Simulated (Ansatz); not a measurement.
Basis-set extrapolation for H₈N₂O₂Si₂, SMILES `N[SiH2][Si](N)(O)O` (PBE0-D4/def2-TZVP geometry, frozen core, the Gaussian-basis code of Ansatz). Multiplicity 1, RHF reference.

```csv
,def2-TZVPP,def2-QZVPP
HF,-841.465579,-841.497304
MP2 correlation,-1.153077,-1.243416
CCSD(T) correlation,-1.239228,not run
```

Energies in hartree. Use E(X) = E(∞) + A·exp(−7.88·√X) for Hartree–Fock and E(X) = E(∞) + B·X^(−2.97) for correlation, with X = 3 and 4, and add CCSD(T) minus MP2 of the smaller set to the MP2 limit.

Task: What is the CCSD(T) energy at the basis-set limit?

Result: HF limit: -841.497304 + (-0.031725) × 0.13774 = -841.50167. MP2 limit: -1.243416 + (-0.090339) × 0.74074 = -1.31033. Higher-order term: -1.239228 − (-1.153077) = -0.08615. Total: -842.89815 hartree, 507.6 kJ/mol below CCSD(T)/def2-TZVPP.
